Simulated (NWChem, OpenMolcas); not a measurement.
# How basis sets differ on GeCl2 (germanium dichloride)

The species is GeCl2 (3 atoms), meant as a singlet with charge 0. As SMILES, `Cl[Ge]Cl`. The coordinates come from a PBE0-D4/def2-TZVP relaxation.

```xyz
3

Cl   -0.0654   -1.6817    0.4227
Ge   -0.4212    0.0672   -0.8320
Cl    0.4866    1.6145    0.4093
```

Quantity: the HOMO–LUMO gap, in eV. The values are calculated.

| level | kind | program | value (eV) |
| --- | --- | --- | --- |
| HF/ANO-R0 (sfX2C) | Hartree–Fock | OpenMolcas | 9.90 |
| HF/ANO-RCC-MB (DKH2) | Hartree–Fock | OpenMolcas | 10.20 |
| HF/STO-3G | Hartree–Fock | NWChem | 11.06 |
| HF/3-21G | Hartree–Fock | OpenMolcas | 10.14 |
| HF/ANO-RCC-VDZP (DKH2) | Hartree–Fock | OpenMolcas | 10.51 |
| HF/aug-cc-pVDZ | Hartree–Fock | OpenMolcas | 10.35 |

All-electron rows without a relativistic Hamiltonian named are non-relativistic. The values span 9.90 to 11.06 eV. A Hartree–Fock LUMO above zero doesn't converge with the basis: it sinks as sets grow more diffuse. Orbital gaps aren't excitation energies.
